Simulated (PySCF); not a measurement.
Excitations are Tamm–Dancoff values on a coarser integration grid. The basis has no diffuse functions, so Rydberg states are missing or too high.

Cartesian coordinates (Å):
```xyz
19

B      3.3673     0.3380    -0.6653
C      1.9407     0.0330    -0.1683
C      1.7112    -0.8103     0.9654
C      0.4389    -1.0779     1.4025
F      0.2450    -1.8648     2.4591
C     -0.7085    -0.5312     0.7507
N     -1.9437    -0.8269     1.2219
C     -2.9814    -0.3089     0.6014
C     -2.8873     0.5413    -0.5328
C     -1.6396     0.8507    -1.0234
C     -0.4876     0.3152    -0.3867
C      0.8349     0.5784    -0.8208
H      3.5284     1.0528    -1.6244
H      4.3263    -0.1320    -0.1038
H      2.5532    -1.2541     1.5003
H     -3.9704    -0.5631     1.0020
H     -3.7952     0.9337    -0.9953
H     -1.5159     1.5007    -1.8936
H      0.9838     1.2255    -1.6890
```
Charge 0, multiplicity 1.

Problem. Predict the total energy, HOMO and T1 excitation (TDA) from PBE-D3(BJ)/def2-TZVP // B3LYP-D3(BJ)/def2-SVP run with PySCF 2.14.0.

Solution. 
```yaml
total_energy: -526.1727 Ha
HOMO: -6.11 eV
T1 excitation (TDA): 2.47 eV
```
